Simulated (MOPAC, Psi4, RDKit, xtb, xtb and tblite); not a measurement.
Two geometries of C10H11N, SMILES CC(C)c1cccc(C#N)c1, relaxed at GFN2-xTB with one dihedral held; other torsions can differ between them too.

Structure A

```
22

C     -1.9236    -1.4186    -0.6570
C     -1.5261     0.0314    -0.3756
C     -2.2577     0.5040     0.8864
C     -0.0268     0.2202    -0.2515
C      0.8808    -0.7000    -0.7703
C      2.2493    -0.5002    -0.6768
C      2.7556     0.6313    -0.0711
C      1.8613     1.5731     0.4354
C      2.3471     2.7502     1.0501
N      2.7391     3.7054     1.5489
C      0.4865     1.3687     0.3389
H     -1.5202    -2.0801     0.1065
H     -1.5762    -1.7481    -1.6330
H     -3.0075    -1.5082    -0.6484
H     -1.8638     0.6496    -1.2182
H     -1.8517     0.0080     1.7655
H     -3.3151     0.2606     0.8126
H     -2.1784     1.5781     1.0260
H      0.5295    -1.5975    -1.2522
H      2.9243    -1.2381    -1.0849
H      3.8194     0.7969     0.0094
H     -0.1691     2.1306     0.7309
```

Structure B

```
22

C     -1.8162    -1.4383    -0.6171
C     -1.5463     0.0478    -0.3537
C     -2.3395     0.5144     0.8630
C     -0.0567     0.2901    -0.2524
C      0.7532    -0.0186    -1.3451
C      2.1260     0.1451    -1.2980
C      2.7331     0.6171    -0.1497
C      1.9379     0.9272     0.9509
C      2.5338     1.4127     2.1378
N      3.0149     1.8058     3.1016
C      0.5530     0.7598     0.8998
H     -1.4510    -2.0381     0.2146
H     -1.3252    -1.7780    -1.5245
H     -2.8851    -1.6100    -0.7211
H     -1.9039     0.6114    -1.2263
H     -2.0682    -0.0581     1.7473
H     -3.4022     0.3685     0.6816
H     -2.1727     1.5715     1.0572
H      0.2982    -0.3729    -2.2587
H      2.7265    -0.0982    -2.1619
H      3.8035     0.7484    -0.0971
H     -0.0240     1.0071     1.7766
```

### Question
Which is lower in energy at the level B3LYP-D3(BJ)/def2-SVP // GFN2-xTB in Psi4 1.11, and by how much?

### Answer
B is lower, by 5.73 kJ/mol (dihedral C1–C2–C4–C5: 20° in A, 60° in B).

E(B) − E(A) in kJ/mol at the other levels, on the same two geometries: GFN2-xTB (xtb and tblite) -5.56; MMFF94 // GFN2-xTB (RDKit) -5.82; B3LYP/def2-SVP // GFN2-xTB (Psi4) -5.70; UFF // GFN2-xTB (RDKit) -12.53; PM7, restricted, heats of formation // GFN2-xTB (MOPAC) -2.81; AM1, restricted, heats of formation // GFN2-xTB (MOPAC) -3.44; GFN1-xTB // GFN2-xTB (xtb) -4.28.
